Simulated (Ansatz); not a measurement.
```yaml
crystal:
  periodic: [false, false, false]
  atoms:
    - {symbol: C, position_ang: [-1.404886, 1.047935, 0.081643]}
    - {symbol: Si, position_ang: [0.074451, 0.058150, -0.451473]}
    - {symbol: C, position_ang: [1.121007, -0.611171, 0.976297]}
    - {symbol: S, position_ang: [-0.603131, -1.500840, -1.651028]}
    - {symbol: Cl, position_ang: [1.319424, 1.377985, -1.540240]}
    - {symbol: H, position_ang: [-1.963548, 1.369815, -0.748109]}
    - {symbol: H, position_ang: [-1.111397, 1.919456, 0.760334]}
    - {symbol: H, position_ang: [-2.037060, 0.403527, 0.673080]}
    - {symbol: H, position_ang: [2.009200, -1.123668, 0.632190]}
    - {symbol: H, position_ang: [1.475870, 0.259175, 1.628463]}
    - {symbol: H, position_ang: [0.538395, -1.258446, 1.524279]}
    - {symbol: H, position_ang: [0.600607, -2.078763, -1.900831]}
basis:
  gaussian: {orbitals: cc-pVTZ-DK}
magnetization: {spin_polarized: true, initial_magnetization: 0}
hamiltonian: {xc: {name: PBEsol}, dispersion: d3bjatm}
accuracy: high
```

```sh
$ ansatz run in.yaml --threads 4 --pin off --events-out ev --progress --plain --max-ram 10444MiB
```

Output, abridged:

```
Functional definition: PBEsol
4601 factors; integrals over basis functions are off by at most 4.9e-9 eV
mean field evaluation 1: about -33421.4869 eV, gradient 5.9e1 eV
mean field evaluation 2: about -33399.8802 eV, gradient 7.9e1 eV
mean field evaluation 4: about -33436.6804 eV, gradient 7.4e0 eV
mean field evaluation 8: about -33436.9488 eV, gradient 4.6e-1 eV
mean field evaluation 16: about -33436.9500 eV, gradient 1.8e-4 eV
mean field -33436.94996959 eV, -1228.7852470037 hartree, gradient 9.1e-8 eV, S^2 0.000000; 0 other end points of the search recorded, 0 dependent functions left out
reference -33436.94997354 eV, -1228.7852471490 hartree; 33, 33 occupied and 227, 227 virtual orbitals, 4601 factors
Total energy: -33437.10066856 eV, -1228.7907850888 hartree
Relativity: scalar
```

Run time 16 s (4 threads of an AMD EPYC 7B13 on a shared host); peak host memory 2 GiB.
